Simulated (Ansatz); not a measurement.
Calculated with Ansatz (gas phase, PBE0-D4/def2-TZVP geometries, no zero-point term in ΔE). CCSD(T)/CBS adds triple-zeta CCSD(T) − MP2 to the extrapolated MP2 energy (def2 sets, frozen cores). Functionals use def2-TZVPP. For Ga outer-core shells are correlated without core-valence functions, which leaves a few kJ/mol of doubt a bond. Scalar relativity is left out up to krypton. Each species was taken in one conformer, which may not be the lowest.

Consider the formal exchange of groups at a Ga–B bond: `C[B](C)[GaH2]` + `CNC(O)(O)F` → `CN[C](O)(F)[GaH2]` + `CB(C)O`.

`C[B](C)[GaH2]`:

```xyz
12

C     0.616    0.995    1.061
B    -0.016    0.015    0.017
C    -1.577   -0.091   -0.059
Ga    1.197   -1.128   -1.250
H     1.609    0.736    1.434
H     0.742    1.940    0.507
H    -0.042    1.225    1.905
H    -2.001   -0.370   -1.026
H    -1.828   -0.916    0.628
H    -2.098    0.792    0.326
H     1.634   -2.612   -0.920
H     1.763   -0.586   -2.624
```

`CNC(O)(O)F`:

```xyz
12

C     0.733   -0.245   -1.401
N     0.355    0.610   -0.292
C    -0.310   -0.023    0.774
O    -1.559   -0.489    0.413
O    -0.341    0.869    1.817
F     0.332   -1.171    1.209
H     1.128    0.378   -2.204
H    -0.152   -0.759   -1.778
H     1.479   -1.002   -1.136
H     1.130    1.148    0.070
H    -2.003    0.248   -0.019
H    -0.794    0.435    2.547
```

`CN[C](O)(F)[GaH2]`:

Z-matrix (Å, degrees):
```
C
N 1 1.449
H 1 1.091 2 109.0
H 1 1.097 2 114.3 3 121.8
H 1 1.092 2 109.5 3 -117.5
C 2 1.425 1 116.0 3 176.1
H 2 1.016 1 112.5 3 -55.9
F 6 1.396 2 104.1 1 170.7
O 6 1.391 2 116.0 1 53.1
Ga 6 2.021 2 113.4 1 -71.5
H 9 0.969 6 109.2 2 55.3
H 10 1.569 6 120.4 2 38.7
H 10 1.565 6 117.7 2 -139.4
```

`CB(C)O`:

Z-matrix (Å, degrees):
```
C
B 1 1.569
H 1 1.091 2 112.9
H 1 1.097 2 109.3 3 119.9
H 1 1.094 2 111.9 3 -123.4
C 2 1.576 1 122.0 3 167.9
O 2 1.364 1 116.9 3 -11.9
H 6 1.094 2 111.5 1 45.5
H 6 1.094 2 114.6 1 168.7
H 6 1.097 2 109.2 1 -70.9
H 7 0.961 2 112.9 1 -178.5
```

```csv
level,ΔE (kJ/mol),difference from CCSD(T)/CBS
PBE-D4,-135.8,4.0
PBE0-D4,-129.5,10.3
ωB97M-V,-137.7,2.1
r2SCAN,-131.9,7.9
r2SCANh,-130.4,9.4
MP2/def2-SVP,-140.8,-1.0
HF/def2-QZVPP,-127.1,12.7
HF/CBS(def2),-127.3,12.5
MP2/CBS(def2),-146.4,-6.6
CCSD/CBS(def2),-138.0,1.8
CCSD(T)/CBS,-139.8,0
```

Largest T1 diagnostic among the species: 0.013.

In def2-TZVPP, CCSD(T) changes the Hartree–Fock value by −11.5 kJ/mol (the triples alone add −1.8 kJ/mol) and MP2 by −18.0 kJ/mol. Leaving LDA and LC-ωPBE aside and taking each functional with its dispersion term where it has one, the values, not all of them listed here, spread over 20.8 kJ/mol, from BLYP-D4 to r2SCAN0-D4. LDA lies +3.9 kJ/mol from PBE without D4. From PBE to PBE0 (25 % exact exchange), in def2-TZVPP and without D4, ΔE moves by +6.1 kJ/mol.

CCSD(T)/CBS has its own doubt, a few kJ/mol and more with outer-core shells, so smaller differences from it don't rank the levels.
